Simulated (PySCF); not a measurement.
C$_{3}$H$_{2}$N (SMILES C=[C-]C#N), charge -1, singlet, geometry from GFN2-xTB (in this run its highest filled SCF level lies above zero, so its values depend strongly on the basis, on diffuse functions most of all). Base run: PySCF with MP2/STO-3G.

Here is a job for PySCF.
```python
from pyscf import gto, scf, mp

mol = gto.Mole()
mol.atom = '''
    C    -0.120595   -1.695859    0.008662
    C     0.478959   -0.514868    0.006682
    C    -0.036520    0.737111   -0.004464
    H    -1.215760   -1.893473    0.001174
    H     0.461673   -2.623511    0.018494
    N    -0.168140    1.908383   -0.012135
'''
mol.basis = 'sto-3g'
mol.charge = -1
mol.spin = 0
mol.verbose = 4
mol.build()

mf = scf.RHF(mol)
mf.kernel()

pt = mp.MP2(mf)
pt.kernel()
print('E(MP2) = %.10f' % pt.e_tot)
```

Each row names what was changed in the base input (with any setting that the change needs).

| change | ΔE vs base (kcal/mol) | MP2 correlation (Eh) | basis functions |
|---|---|---|---|
| base | 0.000 | -0.25404 | 22 |
| frozen = 3 | 0.63 | -0.25304 | 22 |
| frozen = 4 | 0.89 | -0.25262 | 22 |
| cart = on | 0.000 | -0.25404 | 22 |
| density fitting = JK and correlation | -0.282 | -0.25402 | 22 |
| method = ccsd | -18.55 | -0.25404 | 22 |
| frozen = 5 | 15.35 | -0.22958 | 22 |
| method = cisd | 1.53 | - | 22 |
| method = ccsd(t) | -23.10 | -0.25404 | 22 |
